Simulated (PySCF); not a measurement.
Species: C2H9NSi.
Numbering: `[CH3:1][CH2:2][NH:3][SiH3:4]` (hydrogens: H5, H6, H7 on C1; H8, H9 on C2; H10 on N3; H11, H12, H13 on Si4)

Method: PySCF 2.14.0, PBE0-D3(BJ)/def2-SVP geometry optimisation, gas phase.

Problem. List the bond lengths, angles and torsions at this level.

Solution. 
| bond | length (Å) |
| --- | --- |
| C1–C2 | 1.519 |
| C2–N3 | 1.447 |
| N3–Si4 | 1.730 |
| C1–H5, C1–H6, C1–H7 | 1.101 |
| C2–H8, C2–H9 | 1.107 |
| N3–H10 | 1.015 |
| Si4–H11, Si4–H13 | 1.495 |
| Si4–H12 | 1.504 |

Bonds in one row agree within 0.01 Å and their mean is given. A selection of angles:
| angle | degrees |
| --- | --- |
| C2–C1–H5 | 110.6 |
| H5–C1–H6 | 108.7 |
| H5–C1–H7 | 107.7 |
| C1–C2–N3 | 112.2 |
| C1–C2–H8 | 109.3 |
| N3–C2–H8 | 112.3 |
| N3–C2–H9 | 108.0 |
| H8–C2–H9 | 105.5 |
| C2–N3–Si4 | 124.9 |
| C2–N3–H10 | 113.5 |
| Si4–N3–H10 | 117.4 |
| N3–Si4–H11 | 108.9 |
| N3–Si4–H12 | 115.8 |
| N3–Si4–H13 | 107.2 |
| H11–Si4–H12 | 106.6 |
| H11–Si4–H13 | 110.6 |

Dihedral angles: C1–C2–N3–Si4 -148° (anticlinal). The mirror-image conformer, all signs reversed, is as good.

N3 (silicon-bound nitrogen) has angles 124.9°, 117.4° and 113.5°, sum 355.8°, 0.16 Å off the plane of its three neighbours. Si4 (SiH3 silicon) is distorted tetrahedral (angles from 106.6° to 115.8°).

Point group: C1 (no symmetry element, even within 0.4 Å). Stationary, but not proved a minimum. The numbers are those of one conformer.
